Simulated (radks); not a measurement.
Valence configurations of Nb I (all share [Kr]). Method: scalar-relativistic Kohn-Sham, SCAN, spin-polarised, spherical densities, finite nucleus; open shells are filled with parallel spins first (spin-orbit coupling, left out, can overturn this in heavy ions); meta-GGA in the generalised Kohn-Sham scheme; Fermi nuclear charge, rms radius 4.324 fm; computed with a radial shooting solver on a logarithmic mesh with Libxc functionals. Energies are relative to 4d4 5s1; eigenvalues in eV for spin up.

valence          E (eV)  moment (Bohr magnetons)   e(4d)   e(5p)   e(5s)
4d4 5s1           0.000                        5  -3.859       -  -4.885
4d4.5 5s0.5       0.610                        5  -3.144       -  -4.446
4d5               1.277                        5  -2.471       -       -
4d3.5 5s1 5p0.5   1.443                        5  -5.226  -1.947  -5.609
4d4 5s0.5 5p0.5   1.804                        5  -4.432  -1.723  -5.307
4d3 5s1 5p1       3.310                        5  -6.651  -2.457  -6.293
4d4 5p1           3.549                        5  -4.957  -2.011       -
4d2.5 5s2 5p0.5   3.859                        3  -7.088  -2.238  -6.147
4d2 5s1 5p2       8.331                        5  -9.367  -3.526  -7.871

NIST lists [Kr] 4d4 5s1 as the ground configuration; this level of theory agrees among the configurations tried. The energies are those of spherical high-spin densities, not of single terms. No valid solution was reached for [Kr] 4d3 5s2.
